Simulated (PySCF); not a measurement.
C$_{2}$H$_{2}$N$_{3}$ (SMILES [c]1nc[nH]n1), doublet (typed; the unrestricted solution is spin-contaminated), at a GFN2-xTB geometry; MP2/STO-3G run with PySCF.

The PySCF input:
```python
from pyscf import gto, scf, mp

mol = gto.Mole()
mol.atom = '''
    C     1.15103063   -0.07704044   -0.13352496
    N     0.38739531   -1.12905291   -0.11468461
    N    -0.84080544   -0.58618564    0.05691775
    C    -0.72106642    0.75689317    0.12845024
    N     0.54227761    1.09498140    0.00861816
    H    -1.66218032   -1.17101222    0.11174962
    H    -1.53967730    1.43369588    0.26273960
'''
mol.basis = 'sto-3g'
mol.spin = 1
mol.verbose = 4
mol.build()

mf = scf.UHF(mol)
mf.kernel()

pt = mp.MP2(mf)
pt.kernel()
print('E(MP2) = %.10f' % pt.e_tot)
```

Question: What does PySCF print? Leave out banner, timings and long lists.

Answer: 
```
PySCF version 2.14.0

[INPUT] verbose = 4
[INPUT] num. atoms = 7
[INPUT] num. electrons = 35
[INPUT] charge = 0
[INPUT] spin (= nelec alpha-beta = 2S) = 1
[INPUT] symmetry False subgroup None
[INPUT] Mole.unit = angstrom
[INPUT] Symbol           X                Y                Z      unit          X                Y                Z       unit  Magmom
[INPUT]  1 C      1.151030630000  -0.077040440000  -0.133524960000 AA    2.175132651686  -0.145585332116  -0.252325605194 Bohr   0.0
[INPUT]  2 N      0.387395310000  -1.129052910000  -0.114684610000 AA    0.732071037841  -2.133600780043  -0.216722503603 Bohr   0.0
[INPUT]  3 N     -0.840805440000  -0.586185640000   0.056917750000 AA   -1.588892005644  -1.107730317753   0.107558959126 Bohr   0.0
[INPUT]  4 C     -0.721066420000   0.756893170000   0.128450240000 AA   -1.362618051421   1.430320796854   0.242735774235 Bohr   0.0
[INPUT]  5 N      0.542277610000   1.094981400000   0.008618160000 AA    1.024756166384   2.069214957493   0.016285962098 Bohr   0.0
[INPUT]  6 H     -1.662180320000  -1.171012220000   0.111749620000 AA   -3.141065574442  -2.212892384319   0.211176176324 Bohr   0.0
[INPUT]  7 H     -1.539677300000   1.433695880000   0.262739600000 AA   -2.909568417210   2.709292559117   0.496505886078 Bohr   0.0

nuclear repulsion = 157.936717271407
number of shells = 17
number of NR pGTOs = 81
number of NR cGTOs = 27
basis = sto-3g
ecp = {}

******** <class 'pyscf.scf.uhf.UHF'> ********
method = UHF
initial guess = minao
damping factor = 0
level_shift factor = 0
DIIS = <class 'pyscf.scf.diis.CDIIS'>
diis_start_cycle = 1
diis_space = 8
diis_damp = 0
SCF conv_tol = 1e-09
SCF conv_tol_grad = None
SCF max_cycles = 50
direct_scf = True
direct_scf_tol = 1e-13
number electrons alpha = 18  beta = 17
Set gradient conv threshold to 3.16228e-05
init E= -238.866402031899

cycle= 1 E= -236.960261968275  delta_E= 1.91  |g|= 0.348  |ddm|= 2.99
cycle= 2 E= -237.045688542799  delta_E= -0.0854  |g|= 0.176  |ddm|= 0.668
cycle= 3 E= -237.064600953188  delta_E= -0.0189  |g|= 0.0454  |ddm|= 0.239
cycle= 4 E= -237.068553310912  delta_E= -0.00395  |g|= 0.0217  |ddm|= 0.129
cycle= 5 E= -237.06960852616  delta_E= -0.00106  |g|= 0.0172  |ddm|= 0.0537
cycle= 6 E= -237.070625254869  delta_E= -0.00102  |g|= 0.015  |ddm|= 0.0558
cycle= 7 E= -237.07156364181  delta_E= -0.000938  |g|= 0.0149  |ddm|= 0.0522
cycle= 8 E= -237.071929790457  delta_E= -0.000366  |g|= 0.0149  |ddm|= 0.0203
cycle= 9 E= -237.071375542192  delta_E= 0.000554  |g|= 0.0148  |ddm|= 0.0308
cycle= 10 E= -237.066595890504  delta_E= 0.00478  |g|= 0.0129  |ddm|= 0.295
cycle= 11 E= -237.062657209878  delta_E= 0.00394  |g|= 0.0136  |ddm|= 0.305
cycle= 12 E= -237.067405786583  delta_E= -0.00475  |g|= 0.013  |ddm|= 0.358
cycle= 13 E= -237.067214202129  delta_E= 0.000192  |g|= 0.0188  |ddm|= 0.0266
cycle= 14 E= -237.055384675794  delta_E= 0.0118  |g|= 0.0303  |ddm|= 0.746
cycle= 15 E= -237.074157505037  delta_E= -0.0188  |g|= 0.0196  |ddm|= 1.13
cycle= 16 E= -237.073577245318  delta_E= 0.00058  |g|= 0.0193  |ddm|= 0.0338
cycle= 17 E= -237.072060196435  delta_E= 0.00152  |g|= 0.0185  |ddm|= 0.0856
cycle= 18 E= -237.073047828014  delta_E= -0.000988  |g|= 0.0153  |ddm|= 0.0543
cycle= 19 E= -237.066861101421  delta_E= 0.00619  |g|= 0.0146  |ddm|= 0.366
cycle= 20 E= -237.06194296857  delta_E= 0.00492  |g|= 0.0219  |ddm|= 0.368
cycle= 21 E= -237.056676777468  delta_E= 0.00527  |g|= 0.0392  |ddm|= 0.277
cycle= 22 E= -237.047027436003  delta_E= 0.00965  |g|= 0.058  |ddm|= 0.286
cycle= 23 E= -237.058988877639  delta_E= -0.012  |g|= 0.0238  |ddm|= 0.364
cycle= 24 E= -237.054235390192  delta_E= 0.00475  |g|= 0.0365  |ddm|= 0.192
cycle= 25 E= -237.06198119165  delta_E= -0.00775  |g|= 0.0143  |ddm|= 0.373
cycle= 26 E= -237.060760372516  delta_E= 0.00122  |g|= 0.0189  |ddm|= 0.0809
cycle= 27 E= -237.06511282584  delta_E= -0.00435  |g|= 0.0122  |ddm|= 0.326
cycle= 28 E= -237.061007038617  delta_E= 0.00411  |g|= 0.0139  |ddm|= 0.319
cycle= 29 E= -237.05238314872  delta_E= 0.00862  |g|= 0.033  |ddm|= 0.373
cycle= 30 E= -237.057962101179  delta_E= -0.00558  |g|= 0.0196  |ddm|=  0.2
cycle= 31 E= -237.05297350936  delta_E= 0.00499  |g|= 0.0307  |ddm|= 0.185
cycle= 32 E= -237.04816685385  delta_E= 0.00481  |g|= 0.0418  |ddm|= 0.12
cycle= 33 E= -237.058028467475  delta_E= -0.00986  |g|= 0.0199  |ddm|= 0.308
cycle= 34 E= -237.059390742442  delta_E= -0.00136  |g|= 0.0172  |ddm|= 0.0704
cycle= 35 E= -237.05948009139  delta_E= -8.93e-05  |g|= 0.017  |ddm|= 0.00493
cycle= 36 E= -237.068373562563  delta_E= -0.00889  |g|= 0.0182  |ddm|= 0.646
cycle= 37 E= -237.058035555763  delta_E= 0.0103  |g|= 0.0204  |ddm|= 0.717
cycle= 38 E= -237.054134674481  delta_E= 0.0039  |g|= 0.0293  |ddm|= 0.152
cycle= 39 E= -237.054656448674  delta_E= -0.000522  |g|= 0.0281  |ddm|= 0.0173
cycle= 40 E= -237.054995908346  delta_E= -0.000339  |g|= 0.0274  |ddm|= 0.0117
cycle= 41 E= -237.053544629276  delta_E= 0.00145  |g|= 0.0306  |ddm|= 0.0475
cycle= 42 E= -237.053424969332  delta_E= 0.00012  |g|= 0.0308  |ddm|= 0.0039
cycle= 43 E= -237.053371142923  delta_E= 5.38e-05  |g|= 0.031  |ddm|= 0.00163
cycle= 44 E= -237.053151025339  delta_E= 0.00022  |g|= 0.0314  |ddm|= 0.0068
cycle= 45 E= -237.064790282416  delta_E= -0.0116  |g|= 0.0115  |ddm|= 0.639
cycle= 46 E= -237.073585457908  delta_E= -0.0088  |g|= 0.0294  |ddm|= 0.587
cycle= 47 E= -237.059902580697  delta_E= 0.0137  |g|= 0.0178  |ddm|= 0.934
cycle= 48 E= -237.064560808404  delta_E= -0.00466  |g|= 0.0154  |ddm|= 0.349
cycle= 49 E= -237.064234001967  delta_E= 0.000327  |g|= 0.0158  |ddm|= 0.0253
cycle= 50 E= -237.063440160879  delta_E= 0.000794  |g|= 0.0157  |ddm|= 0.0645
SCF not converged.
SCF energy = -237.063440160879 after 50 cycles  <S^2> = 0.85450898  2S+1 = 2.1019124

******** <class 'pyscf.mp.ump2.UMP2'> ********
nocc = (np.int64(18), np.int64(17)), nmo = (27, 27)
Init E(MP2) = -0.265343165412314
cycle = 1  E_corr(MP2) = -0.265454134740484  dE = -0.000110969328  norm(t2) = 0.00128226
cycle = 2  E_corr(MP2) = -0.265456173300492  dE = -2.03856001e-06  norm(t2) = 6.35914e-06
cycle = 3  E_corr(MP2) = -0.265456176073616  dE = -2.77312445e-09  norm(t2) = 3.89923e-08
E(UMP2) = -237.328896336953  E_corr = -0.265456176073616
E(SCS-UMP2) = -237.329098993222  E_corr = -0.265658832343262
E_corr(same-spin) = -0.0610252833981669
E_corr(oppo-spin) = -0.204430892675449
E(MP2) = -237.3288963370
```

The run did not converge; its last values are not results.
